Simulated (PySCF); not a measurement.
**Exercise with solution: entropy of an ideal gas**

Si(F)(OH)(NH2)2 (FH₅N₂OSi), SMILES N[Si](N)(O)F.

The structure is a stationary point at PBE-D3(BJ)/def2-SVP. This is a generated structure with no PubChem entry under its InChIKey; it may be hypothetical. The values are those of a single conformer.

PBE-D3(BJ)/def2-SVP (PySCF 2.14.0) gives the harmonic wavenumbers 161, 211, 242, 255, 310, 334, 341, 346, 376, 429, 721, 760, 788, 823, 874, 943, 969, 1473, 1483, 3511, 3527, 3610, 3632, 3774 cm⁻¹ and the rotational temperatures 0.1886, 0.1835, 0.1587 K. The molar mass is 96.14 g/mol, the symmetry number 1, the spin multiplicity 1.

**Question.** Work out the entropy at 298.15 K and 1 atm in the rigid-rotor, harmonic-oscillator model.

**Answer.** 
Translation (Sackur–Tetrode at 1 atm): S = R[1.5 ln M + 2.5 ln T − 1.16487] = 165.7 J/(mol K).
Rotation: q = (√π/σ) T^1.5/√(θA θB θC) = 123000, S = R[ln q + 3/2] = 109.9 J/(mol K).
Vibration: with u = 1.4388 ν/T, each mode gives R[u/(e^u − 1) − ln(1 − e^−u)]:
```tsv
ν (cm⁻¹)	modes	u	S (J/(mol K))
161	1	0.78	10.62
211	1	1.02	8.51
242	1	1.17	7.48
255	1	1.23	7.10
310	1	1.50	5.70
334	1	1.61	5.19
341	1	1.65	5.05
346	1	1.67	4.96
376	1	1.81	4.42
429	1	2.07	3.61
721	1	3.48	1.18
760	1	3.67	1.01
788	1	3.80	0.91
823	1	3.97	0.79
874	1	4.22	0.65
943	1	4.55	0.49
969	1	4.68	0.44
1473	1	7.11	0.06
1483	1	7.16	0.05
```
The stiffer modes add less than 0.005 each. Sum 68.2 J/(mol K).
Spin: R ln 1 = 0.0 J/(mol K).
Total 343.8 J/(mol K); the program's own thermochemistry gives 343.8. Translation makes up 48 % and vibration 20 %. Anharmonicity, hindered rotation and orbital degeneracy are left out.
